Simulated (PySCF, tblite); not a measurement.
Species: C6H6FP.
InChI=1S/C6H6FP/c1-5-3-2-4-6(7)8-5/h2-4H,1H3

Level of theory: CAM-B3LYP/def2-SVPD in PySCF (dipole) on a GFN2-xTB geometry, gas phase.

Take the most abundant isotopes and a rigid rotor. 

(1) Give the principal moments of inertia and the rotational constants in MHz.

(2) What kind of rotor is it?

(3) Is it planar, by Δ = Ic − Ia − Ib?

(4) Give the other two planar moments, Paa and Pbb, and the rms extents of the mass along the axes.

(5) Give the coordinates in the principal-axis frame, origin at the centre of mass.

(6) Where do the levels up to J = 2 lie, in cm⁻¹?

(7) Which lines would a microwave search look for?

(8) Estimate the classical rotational partition function at 10 K, 50 K and 100 K.

Answers

(1) Ia = 166.56, Ib = 328.44, Ic = 491.88 u·Å²; 505379 MHz·u·Å²/I gives A = 3034, B = 1539, C = 1027 MHz.

(2) An asymmetric top; Ray's κ = -0.490.

(3) Not planar: Δ = Ic − Ia − Ib = -3.12 u·Å². For a rigid frame Δ = −2 Σ m c², so Σ m c² = 1.56 u·Å² lies off the ab plane, practically all of it from hydrogen. The atom farthest from that plane is 0.88 Å away.

(4) Paa = Σ m a² = (Ib + Ic − Ia)/2 = 326.88 and Pbb = Σ m b² = (Ia + Ic − Ib)/2 = 165.00 u·Å². With the mass M = 128.02 u, the rms extents √(P/M) along a, b and c are 1.60, 1.14, 0.11 Å.

(5) The sense of each axis is arbitrary; atoms in the order of the calculation.
| atom | mass (u) | a (Å) | b (Å) | c (Å) |
| --- | --- | --- | --- | --- |
| C1 | 12.000 | -2.771 | -0.663 | 0.000 |
| C2 | 12.000 | -1.387 | -0.079 | 0.000 |
| C3 | 12.000 | -1.246 | 1.298 | 0.000 |
| C4 | 12.000 | -0.033 | 1.965 | 0.000 |
| C5 | 12.000 | 1.182 | 1.301 | 0.000 |
| C6 | 12.000 | 1.255 | -0.073 | 0.000 |
| F7 | 18.998 | 2.495 | -0.625 | 0.000 |
| P8 | 30.974 | -0.060 | -1.212 | 0.000 |
| H9 | 1.008 | -3.323 | -0.335 | -0.881 |
| H10 | 1.008 | -3.324 | -0.334 | 0.879 |
| H11 | 1.008 | -2.735 | -1.750 | 0.000 |
| H12 | 1.008 | -2.152 | 1.892 | 0.000 |
| H13 | 1.008 | -0.031 | 3.046 | 0.000 |
| H14 | 1.008 | 2.107 | 1.861 | 0.000 |

(6) Above 0(0,0):
J = 1: 1(0,1) 0.0856, 1(1,1) 0.1355, 1(1,0) 0.1525
J = 2: 2(0,2) 0.2531, 2(1,2) 0.2896, 2(1,1) 0.3408, 2(2,1) 0.4904, 2(2,0) 0.4941

(7) The dipole components are |μa| = 2.07 D, |μb| = 2.04 D, |μc| = 0.00 D; the mirror of this Cs structure is the ab plane, so μc vanishes by symmetry and there are no c-type lines. The squared components, which scale the intensities, stand as 1.00 : 0.97 (a : b). Some lines, for components of 0.1 D or more:

```tsv
type	branch	J(Ka,Kc)	MHz	lower level (cm⁻¹)
a	Q	1(1,0) ← 1(1,1)	511	0.135
a	Q	2(1,1) ← 2(1,2)	1534	0.290
b	Q	1(1,0) ← 1(0,1)	2007	0.086
a	R	1(0,1) ← 0(0,0)	2566	0.000
b	Q	2(1,1) ← 2(0,2)	2628	0.253
b	R	2(0,2) ← 1(1,1)	3527	0.135
b	R	1(1,1) ← 0(0,0)	4062	0.000
b	Q	2(2,0) ← 2(1,1)	4597	0.341
a	R	2(1,2) ← 1(1,1)	4621	0.135
a	R	2(0,2) ← 1(0,1)	5022	0.086
a	R	2(1,1) ← 1(1,0)	5644	0.153
b	Q	2(2,1) ← 2(1,2)	6020	0.290
b	R	2(1,2) ← 1(0,1)	6116	0.086
b	R	2(2,0) ← 1(1,1)	10751	0.135
```

(8) Point group Cs, symmetry number σ = 1; q = (√π/σ)·√((kT/h)³/(ABC)), k/h = 20836.6 MHz/K: 2430 at 10 K, 27200 at 50 K, 77000 at 100 K.

Its GFN2-xTB frequencies are all real (lowest 66 cm⁻¹). No vibrational averaging or centrifugal distortion is included, and the geometry carries the error of its method. A rigid rotor knows nothing of internal rotation, which can split or shift real lines.
